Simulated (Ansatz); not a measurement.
`OB(O)C1=CCC=C1`. Charge 0, multiplicity 1.

```xyz
15

O     1.8325    0.7740   -2.0206
B     0.5178    0.5782   -1.6921
O    -0.4190    0.8201   -2.6511
C     0.0363    0.0974   -0.2925
C     0.8040   -0.2092    0.7758
C    -0.0480   -0.6301    1.9237
C    -1.4297   -0.5252    1.3716
C    -1.3642   -0.1071    0.0996
H     2.4355    0.5890   -1.2988
H    -0.0207    1.1117   -3.4761
H     1.8861   -0.1704    0.8332
H     0.1926   -1.6483    2.2582
H     0.1023    0.0136    2.8009
H    -2.3245   -0.7571    1.9331
H    -2.2011    0.0635   -0.5648
```

Problem. Give the diagnostics of a CCSD(T)/def2-TZVPP run (frozen core, Ansatz). (Estimate.)

Solution. Computed: T1 = 0.0124, largest single amplitude 0.026, largest double 0.073, (T) share of the correlation energy 4.4 %, 10 CCSD cycles. The RHF solution is unstable towards an unrestricted one. T1 lies under the customary mark of 0.02 for closed shells.
